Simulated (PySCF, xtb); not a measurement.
B(F)(H)(SMe) (CH₄BFS), SMILES CSBF.

The structure is a stationary point at TPSSh-D3(BJ)/def2-SVP. Other conformers were not sampled.

These are PySCF 2.14.0 with C-PCM-ωB97X/def2-SVP values and carry that method's errors.

The values are the electrostatic part of the solvation free energy, E(continuum) − E(gas) at the gas-phase geometry, in a cavity of scaled van der Waals radii (PySCF's table); cavitation and dispersion terms are not included. In vacuum the orbital gap is 11.98 eV. The dipole moment in vacuum is 2.33 D.

Problem. Estimate the values in water (ε = 78.36), benzene (ε = 2.27), 1-octanol (ε = 9.86). (The exact figures need the calculation; the answer reports its results.)

Solution. 
```csv
solvent,ε,ΔG(elec) (kcal/mol),dipole (D),gap (eV)
water,78.36,-2.4,2.91,11.98
benzene,2.27,-1.2,2.63,11.98
1-octanol,9.86,-2.1,2.85,11.98
```

For comparison, GFN2-xTB/ALPB(water) (xtb, at the GFN2-xTB geometry, all terms of that model) gives -1.4 kcal/mol.
